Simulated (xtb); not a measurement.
Input file for xtb: GFN1-xTB on CH4N2 (a complex).

```
$ xtb mol.xyz --gfn 1 --sp --chrg 0 --uhf 0
7

C      0.02467954    -0.04913245    -0.08080792
H      0.96421579     0.39517783     0.24492148
H     -0.07877942    -1.04060640     0.35789737
H     -0.80434320     0.57914786     0.24195607
H      0.01840399    -0.12948199    -1.16684915
N      0.07010708    -0.40642326     3.51923258
N     -0.19425295     0.65123463     3.48366871
```

The head of its log:

```
[...]
           -------------------------------------------------
          |                Calculation Setup                |
           -------------------------------------------------



molecular fragmentation (1/2 indicates fragments):
1111122
# atoms in fragment 1/2:     5     2
 fragment masses (1/2) :       16.04       28.01
CMA distance (Bohr)    :   6.779
constraining FC (au)   :  0.0500

           -------------------------------------------------
          |                 G F N 1 - x T B                 |
           -------------------------------------------------

        Reference                      10.1021/acs.jctc.7b00118
      * Hamiltonian:
        H0-scaling (s, p, d)           1.850000    2.250000    2.000000
        zeta-weighting                 0.000000
      * Dispersion:
        s8                             2.400000
        a1                             0.630000
        a2                             5.000000
        s9                             0.000000
      * Repulsion:
        kExp                           1.500000
        rExp                           1.000000
      * Coulomb:
        alpha                          2.000000
        third order                    atomic
        anisotropic                    false
      * Halogen bond correction:
        rad-scale                      1.300000
        damping                        0.440000


          ...................................................
          :                      SETUP                      :
          :.................................................:
          :  # basis functions                  20          :
          :  # atomic orbitals                  20          :
          :  # shells                           14          :
          :  # electrons                        18          :
          :  # halogen bonds                     0          :
          :  max. iterations                   250          :
          :  Hamiltonian                  GFN1-xTB          :
          :  restarted?                      false          :
          :  GBSA solvation                  false          :
          :  PC potential                    false          :
          :  electronic temp.          300.0000000     K    :
          :  accuracy                    1.0000000          :
          :  -> integral cutoff          0.2500000E+02      :
          :  -> integral neglect         0.1000000E-07      :
          :  -> SCF convergence          0.1000000E-05 Eh   :
          :  -> wf. convergence          0.2000000E-04 e    :
          :  Broyden damping             0.4000000          :
          :  net charge                          0          :
          :  unpaired electrons                  0          :
          ...................................................

 iter      E             dE          RMSdq      gap      omega  full diag
   1    -10.7616472 -0.107616E+02  0.636E+00    6.03       0.0  T
   2    -10.7620189 -0.371607E-03  0.383E+00    6.03       1.0  T
```

Task: What total energy does the run end on?

Result: -10.6083 hartree.
